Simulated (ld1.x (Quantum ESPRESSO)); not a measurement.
**Configuration tests for Fe (TM)**

ld1.x (Quantum ESPRESSO) 7.5 input, shortened:

```
&input
   title='Fe', zed=26., rel=1, dft='BP', iswitch=3,
   config='[Ar] 3d6 4s0 4p0 4f-2'
 /
 &inputp
   pseudotype=2, tm=.true., lloc=1,
   nlcc=.false.
 /
4
4S  1  0   0.00   0.00  2.15  2.15  0.0
3D  3  2   6.00   0.00  1.25  1.25  0.0
4F  4  3  -2.00   0.10  1.80  1.80  0.0
4P  2  1   0.00   0.00  2.10  2.10  0.0
 &test
   configts(1)='3d6 4s0 4p0'
 /
```

Energies are relative to the spin-unpolarised reference configuration 3d6 4s0 4p0; without spin polarisation the order of configurations can differ from experiment. The frozen-core shift is the all-electron ΔE with the core orbitals held at their reference shape minus the fully relaxed ΔE.

```tsv
valence configuration	charge	ΔE all-electron (eV)	error AE − PS (meV)	frozen-core shift (meV)
3d6 4s2 4p0	0	-25.228	-12	+6.2
3d6 4s1 4p0	+1	-16.307	+2.4	+1.9
3d5 4s2 4p0	+1	-10.878	-568	+199
3d6 4s1 4p1	0	-21.081	+1.9	+3.1
3d4 4s0 4p0	+4	87.424	-2278	+1649
3d6.5 4s1.5 4p0	0	-25.943	-56	+21
```

(1) What are ΔE and the potential's error for 3d5 4s0 4p0?

Levels in the configuration 3d6.5 4s1.5 4p0:

```json
{"level": "3d", "all-electron (eV)": "-5.634", "pseudo (eV)": "-5.414"}
{"level": "4s", "all-electron (eV)": "-4.918", "pseudo (eV)": "-4.925"}
```

Note: ghost state, extra bound levels that the all-electron valence spectrum of the same l lacks: s at -147.0 eV. A true bound ghost makes a file unfit for plane-wave use.

Answers

(1) ΔE = 34.287 eV all-electron; the error (AE − PS) is -535 meV.

ld1.x printed “convergence not achieved” for 5 of the counted tests; their residual had stalled under 1e-8, short of the target of 1e-14.
